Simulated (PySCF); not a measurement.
NbCl: from constants to spectrum

LC-ωPBE constants of NbCl, ⁵Π (quintet), unpaired electrons σ ↑, π ↑, δ ↑↑ (Nb x2c-TZVPPall, Cl x2c-TZVPPall; spin-free X2C with a Gaussian nucleus (PySCF 2.14); masses 92.9064 and 34.9689 u):

- ωe: 389.5 cm⁻¹
- ωexe: 1.24 cm⁻¹
- Be: 0.12563 cm⁻¹
- αe: 0.000544 cm⁻¹
- De to Nb (4d4 5s1) + Cl: 4.49 eV

Task: What force constant and bond length do these constants imply?

Result: Reduced mass μred = 25.406 u; k = 5.8918×10⁻⁷·μred·ωe² (u, cm⁻¹, mdyn/Å) = 2.27 mdyn/Å; Re = √(16.8576/(μred·Be)) (u, cm⁻¹, Å) = 2.298 Å.

Task: Estimate the centrifugal constant D from the Kratzer relation and find the Dunham coefficient a1.

Result: D = 4Be³/ωe² = 5.23e-08 cm⁻¹; a1 = −1 − αeωe/(6Be²) = -3.24.

The metal atom is held in its measured ground configuration; semilocal functionals can put another filling of s and d lower by some tenths of an eV, and De to that atom would be smaller. These are scalar-relativistic numbers at best; spin–orbit coupling would shift them, the dissociation energy most. The state is the lowest single determinant that the PBE0 search found; with open d or f shells the true ground state can be another one.
